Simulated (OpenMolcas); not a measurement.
d2 ions of charge +3 down a group with 6 chloride ligands in octahedral coordination

| Property | Result |
| --- | --- |
| Program | OpenMolcas 26.06 |
| Method | CASSCF |
| Spin-orbit coupling | RASSI with atomic mean-field integrals over the reference wave functions |

The d shell is active. Anionic complexes are neutralised by point charges behind the ligands. Distances were set from a Shannon-type radius of the metal (high-spin where two are listed) plus a fixed donor radius (Cl 1.76 Å). Ligand basis ANO-RCC-VTZP, DKH2 Hamiltonian. States (labels of O, the rotations of Oh). Energies in cm-1 above the lowest state or level, χT in cm3 K/mol; under a threefold ground state the first gap can be a small split of the lowest multiplet, not the spin-orbit step; 10Dq and B are least-squares fits to the states below 45000 cm-1, weighted by degeneracy, with a free offset, and given where the rms deviation is under 5 % of |10Dq| (or 100 cm-1) and under 700 cm-1. Spin-only χT is S(S+1) / 2 for the spin of the ground state.

```json
{"Ion": "V3+", "Shell": "3d2", "R (Å)": "2.4", "Metal basis": "ANO-RCC-VTZP", "Outer charge (e at Å behind ligand)": "0.5 at 2.4", "Ground state": "3T1", "First state of that spin": "3T2 9003", "10Dq": "9944", "B (rms of fit)": "940 (226)", "First gap with spin-orbit (degeneracies)": "6.9 (2, 3)", "χT at 300 K": "0.905", "First state of another spin": "1T2 13652", "Spin-only χT": "1.000"}
{"Ion": "Nb3+", "Shell": "4d2", "R (Å)": "2.48", "Metal basis": "ANO-RCC-VTZP", "Outer charge (e at Å behind ligand)": "0.5 at 2.4", "Ground state": "3T1", "First state of that spin": "3T2 15675", "10Dq": "16476", "B (rms of fit)": "591 (362)", "First gap with spin-orbit (degeneracies)": "26.6 (2, 3)", "χT at 300 K": "0.468", "First state of another spin": "1T2 9189", "Spin-only χT": "1.000"}
```

|10Dq| changes by a factor of 16476 / 9944 = 1.66 from V3+ to Nb3+.

B goes from 940 cm-1 (V3+) to 591 cm-1 (Nb3+).

χT departs most from the spin-only value for Nb3+, by -0.532 cm3 K/mol.

An orbital triplet at a regular site is open to Jahn-Teller coupling, which can distort the site and quench the lowest spin-orbit gaps and is left out. Without dynamic correlation the repulsion within the d shell is too large (B by tens of per cent), so at a given field states of lower spin stand too high. Ligand-to-metal charge-transfer states are missing. With no ligand orbital active B as a rule stays too high, so bands that hang on it stand too high and its fall with covalency is understated. The least metal-like active orbital is 85 % on the metal (Löwdin) and no ligand orbital is active, so the numbers are rough (holds for V3+). With metal d orbitals alone and no dynamic correlation the field as a rule comes out too small, by tens of per cent, by up to half for chloride and softer ligands (holds for V3+). The least metal-like active orbital is 70 % on the metal (Löwdin) and no ligand orbital is active, so the numbers are rough (holds for Nb3+). With metal d orbitals alone the field can be off either way by tens of per cent (holds for Nb3+). No measured value stands beside these numbers; the geometry is a model, was not optimised and need not be the one that this ion takes.
